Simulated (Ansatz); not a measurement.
This geometry of C2H6Zn + FH (11 atoms, charge 0, multiplicity 1) is a first-order saddle point.

These are results of RKS PBE-D4/def2-SVP (Ansatz), not measurements.

```xyz
11
Properties=species:S:1:pos:R:3
Zn 0.865 0.904 0.039
H 1.853 2.426 0.168
C -0.517 -0.167 -0.831
C -1.177 -1.202 0.088
H 2.188 1.823 0.921
F 2.180 0.795 1.566
H -0.040 -0.660 -1.706
H -1.272 0.532 -1.252
H -0.443 -1.921 0.507
H -1.944 -1.801 -0.451
H -1.691 -0.730 0.951
```

Problem. Which two structures does it join? (They come from a converged band through this point; their orientation in space is the band's.)

Solution. Bonds broken: Zn1–H2, H5–F6. Bonds formed: H2–H5. C2H6Zn + FH becomes C2H5FZn + H2.

Initial state:

```xyz
11
Properties=species:S:1:pos:R:3
Zn 0.781 1.180 -0.385
H 1.881 2.272 0.025
C -0.577 -0.091 -0.978
C -0.949 -1.084 0.134
H 2.023 1.366 1.339
F 1.655 0.575 1.751
H -0.190 -0.628 -1.873
H -1.473 0.466 -1.329
H -0.066 -1.643 0.508
H -1.692 -1.839 -0.208
H -1.393 -0.573 1.016
```

Final state:

```xyz
11
Properties=species:S:1:pos:R:3
Zn 0.972 0.209 0.487
H 2.312 3.400 0.221
C -0.480 -0.371 -0.655
C -1.416 -1.416 -0.037
H 2.389 2.743 0.622
F 2.303 0.745 1.523
H -0.020 -0.754 -1.592
H -1.042 0.544 -0.945
H -0.882 -2.351 0.233
H -2.227 -1.703 -0.743
H -1.910 -1.047 0.885
```

Problem. How far does it lie above each of them?

Solution. 5.9 kcal/mol above the first and 17.8 kcal/mol above the second. This is the barrier of this one path; another mechanism may lie lower. The orbitals stay closed-shell, which can raise the energy where a bond breaks towards radicals; this wasn't checked here.

Time of the run: 4 min on 2 threads of Arm Neoverse V1, with other jobs on the host, peak memory 0.15 GiB.
